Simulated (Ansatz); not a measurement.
`F[C](F)C(F)(F)F` radical. Total charge 0; spin multiplicity 2.

```xyz
7

F    -0.966    1.531    0.370
C    -0.213    0.519    0.729
F     0.875    0.906    1.352
C     0.022   -0.504   -0.363
F    -1.142   -0.918   -0.846
F     0.688   -1.540    0.130
F     0.735    0.007   -1.373
```

Problem. List the harmonic frequencies (cm⁻¹, unscaled) at PBE0-D4/def2-TZVP in Ansatz. (Best estimate.)

Solution. Ansatz gave: 62, 209, 220, 367, 422, 517, 591, 615, 708, 833, 1143, 1210, 1256, 1323, 1430.

Problem. Is this a minimum?

Solution. Yes, all 15 modes are real.

Problem. Give the ideal-gas thermochemistry at 298.15 K and 1 bar (rigid rotor, harmonic oscillator; point group Cs, symmetry number 1).

Solution. Zero-point energy 65.2 kJ/mol; H(298) − E = 83.8 kJ/mol; entropy 340.7 J/(mol·K), of which translation 168.5, rotation 114.1, vibration 52.4, electronic 5.8; G(298) − E = -17.8 kJ/mol. Modes under 100 cm⁻¹ are hindered rotations or soft bends, so the harmonic entropy is rough.
